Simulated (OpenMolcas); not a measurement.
Ge: the spin-orbit constant, Slater's ratio, thermal populations, worked from levels

```json
{
  "Program": "OpenMolcas",
  "Basis": "ANO-R1 [5s4p3d1f]",
  "Scalar Hamiltonian": "X2C, finite nucleus",
  "Active space": "4 electrons in 4 orbitals (4s 4p)",
  "State averaging": "2S+1 = 3 even, 3 roots; 2S+1 = 1 even, 6 roots; 2S+1 = 5 odd, 1 root; 2S+1 = 3 odd, 5 roots",
  "Spin-orbit coupling": "state interaction with AMFI integrals over the reference wave functions, term energies averaged over their components"
}
```

Methods: CASSCF; SS-CASPT2, IPEA 0.25 Eh, imaginary shift 0.1 Eh (closed shells correlated: 3d). Measured levels: NIST Handbook of Basic Atomic Spectroscopic Data.

**The spin-orbit constant.** For the Hund term ³P of p2, E(J) = (A/2) J(J+1) + constant and ζ = 2S·A = 2A. From J = 0 to J = 2 the energy changes by 3 A.

```csv
Source,E(2) - E(0),A,ζ
CASSCF,1216.8,405.6,811
SS-CASPT2,1207.5,402.5,805
measured,1410.0,470.0,940
```

All in cm-1. SS-CASPT2 is off by -14.4 % and CASSCF by -13.7 %. Both methods take the spin-orbit matrix elements from the reference wave functions, so the second can move ζ only through the term energies and any multistate remixing. Second-order mixing with other terms is absorbed into this ζ.

**Slater's ratio.** With one set of orbitals, p2 has ¹D - ³P = 6 F2 and ¹S - ¹D = 9 F2 (F2 = F²/25), a ratio of 3/2. Term energies are centres of gravity, weighted by 2J + 1.

| Source | ¹D - ³P | ¹S - ³P | F2 from the first | Ratio |
| --- | --- | --- | --- | --- |
| CASSCF | 8800 | 16551 | 1467 | 0.881 |
| SS-CASPT2 | 7559 | 17333 | 1260 | 1.293 |
| measured | 6156 | 15398 | 1026 | 1.501 |

Energies in cm-1. A ratio away from 3/2 shows effects beyond one configuration with one set of orbitals, and in heavier atoms second-order spin-orbit shifts. In CASSCF the valence s occupation is 1.91 in ¹S against 1.98 in ¹D: mixing out of s² acts most on ¹S and pulls it down.

**Thermal populations.** Z = Σ (2J + 1) exp(-E/kT) with k = 0.695035 cm-1/K, over the levels below. No other level of either list lies under 36400 cm-1, which is above 7 kT at each temperature.

```csv
Level,2J + 1,SS-CASPT2,measured
4s² 4p² ³P₀,1,0.0,0.0
4s² 4p² ³P₁,3,462,557
4s² 4p² ³P₂,5,1207,1410
4s² 4p² ¹D₂,5,8380,7125
4s² 4p² ¹S₀,1,18160,16367
```

```json
{"T (K)": "2000", "Z, SS-CASPT2": "5.262", "Z, measured levels": "4.852", "Ground level (%), SS-CASPT2": "19.0", "Ground level (%), measured levels": "20.6"}
{"T (K)": "3000", "Z, SS-CASPT2": "6.296", "Z, measured levels": "6.004", "Ground level (%), SS-CASPT2": "15.9", "Ground level (%), measured levels": "16.7"}
{"T (K)": "5000", "Z, SS-CASPT2": "7.613", "Z, measured levels": "7.541", "Ground level (%), SS-CASPT2": "13.1", "Ground level (%), measured levels": "13.3"}
```

At 5000 K, kT = 3475 cm-1, and the computed levels give Z = 1.000 + 2.627 + 3.533 + 0.448 + 0.005 = 7.613.

Over all roots computed the reference weight is 0.90 to 0.96 in SS-CASPT2; the roots of lowest weight are the least certain, and an intruder state may touch them. Without dynamic correlation excited terms often stand tens of per cent too high (terms of higher spin than the ground term too low), and those without a measured partner can miss by more than the paired ones (holds for CASSCF). Some terms miss by over 15 % even with CASPT2, which points to a basis or an active space too small for the shells correlated (holds for SS-CASPT2). Measured partners are found by configuration, term and J. A level has none where our copy of the source lacks it or the pairing is in doubt (some pairs that miss far off the trend of their configuration count as doubtful), and it then counts in no deviation. Levels of configurations outside the active space are missing.
